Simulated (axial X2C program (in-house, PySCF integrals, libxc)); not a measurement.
Low determinants of LiSn at the PBE0 level, 2c

All values were computed with an in-house relativistic program for diatomic molecules. Two-component (2c) means X2C with spin–orbit coupling and atomic mean-field two-electron Coulomb and Gaunt terms. Basis: Sn dyall-cv3z [11s12p9d4f1g], Li dyall-cv3z [7s8p2d] (cores contracted in-house); Gaussian nuclei, density fitting, unrestricted open shells. Masses: Sn 119.902 u, Li 7.016 u.

Search at 2.589 Å (vertical energies from the lowest determinant):

```csv
ΔE (eV),state,electrons beyond evenly filled partner blocks,"electrons in ±ω = 1/2, 3/2, 5/2, 7/2"
0.00,Ω = 3/2,ω = 3/2,34 15 4 0
0.32,Ω = 1/2,ω = 1/2,35 14 4 0
0.58,Ω = 1/2,"2 × ω = -1/2, ω = 3/2",34 15 4 0
0.93,Ω = 5/2,"2 × ω = 1/2, ω = 3/2",34 15 4 0
1.15,Ω = 1/2,ω = 1/2,33 16 4 0
3.34,Ω = 7/2,"ω = 1/2, 2 × ω = 3/2",33 16 4 0
3.71,Ω = 5/2,"ω = -1/2, 2 × ω = 3/2",33 16 4 0
```

Lowest determinant, Ω = 3/2 (⟨Sz⟩ = 1.46, ⟨Lz⟩ = 0.04 at PBE0): Re = 2.585 Å, ωe = 363.2 cm⁻¹.

The determinant in row 2 of the search, Ω = 1/2 (⟨Sz⟩ = -0.44, ⟨Lz⟩ = 0.94 at PBE0), was followed along the bond at PBE0; measured from the minimum of the lowest determinant it gives:

Te = 0.270 eV (2174 cm⁻¹), Re = 2.769 Å, ωe = 330.9 cm⁻¹.

Q: Compare the bond of the determinant in row 2 with that of the lowest one.

A: At PBE0 its Re is 0.184 Å longer and its force constant, which goes as ωe², is 0.83 times that of the lowest determinant. T0 ≈ Te + Δωe/2 = 2174 + (-16) = 2158 cm⁻¹.

The search compares states at one distance, so a state with another bond length can lie lower; it is not exhaustive and yields mostly the lowest determinant of each block pattern, so other components and higher states of one pattern are missing. These are energies of single determinants, not of spin-adapted states; PBE0 term energies can be off by some tenths of an eV, and the functional has no current term. The lowest determinant need not be the ground state where others lie within half an eV.
